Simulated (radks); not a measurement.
Values are calculated unless marked as measured or tabulated.
The mean radii <r> (bohr) of the occupied orbitals of an atom or ion are listed with their occupations. Level of theory: Dirac Kohn-Sham, LDA (Slater exchange, Perdew-Wang correlation), spin-unpolarised, spherical densities, finite nucleus; Fermi nuclear charge, rms radius of each element as measured or else 0.836 A^(1/3) + 0.57 fm (a radial shooting solver on a logarithmic mesh with Libxc functionals).

orbital  occ.     <r>
1s1/2       2  0.1311
2s1/2       2  0.6981
2p1/2       2  0.6825
2p3/2       4  0.6847

Name the element and its charge. Open shells, if any, are shared by 2j + 1.

Answer. Z = 12, magnesium, charge +2: Mg2+ in [Ne]. The 1s radius gives Z: for a bare nucleus <r> = (2 gamma + 1)/(2Z) with gamma = sqrt(1 - (Z/c)^2), 0.1247 bohr for Z = 12, and screening makes it slightly larger (0.1311 here). The occupations add up to 10, and the charge is Z minus that.
